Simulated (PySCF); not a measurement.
An unknown shows these calculated signals:

1H NMR (400 MHz, computed): δ 6.82 (m, 1H), 5.80 (m, 1H), 5.48 (m, 1H), 5.10 (m, 1H).

13C{1H} NMR (computed): δ 171.6 (C), 149.0 (CH), 122.3 (C), 109.4 (CH2), 106.8 (CH).

Isolated molecule, single conformer, no relativistic terms. Geometry: GFN2-xTB; NMR shieldings at PBE0/pcSseg-1/GIAO; PySCF 2.14.

Chemical shifts δ = σref − σ; 1H and 13C vs TMS, all at this level.

Which of these does the molecule contain: a tert-butyl group, a non-aromatic C=C double bond, a methoxy group, an S-methyl group, a nitrile?

## Answers


- A tert-butyl group: no.
- A non-aromatic C=C double bond: yes.
- A methoxy group: no.
- An S-methyl group: no.
- A nitrile: yes (δC 122.3).

The data belong to `C=C(F)/C=C/C#N`, C$_{5}$H$_{4}$FN; they needn't prove each group on their own.

Carbon signals by region: 1 in the far downfield region (above 160 ppm), 4 in the sp2 and nitrile region (100–160 ppm). Above 160 ppm: 171.6, fully substituted alkene carbon.

Splittings by 19F in the carbon and heteronuclear signals aren't shown, as no couplings were computed. Shifts are as computed. Against solution values, carbons near 30 ppm lie about +3 ppm off and those near 130 ppm about +5 ppm (rms about the fit 2.1 ppm; single classes can miss by 10 ppm). Of 1328 compounds with measured shifts, 309 miss one by over three times the rms of a fit or turn the order of signals round; such compounds aren't used in these exercises. Signals without a measured value on file couldn't be tested in this way; 1H shifts scatter by 0.2 ppm about their fit, and single ones miss by 0.5 ppm. No couplings were computed; multiplicities are counted from neighbouring protons, with m where these are inequivalent, close in shift, in a saturated or five-membered ring or joined by F or P, and br s for small geminal =CH2 splittings.
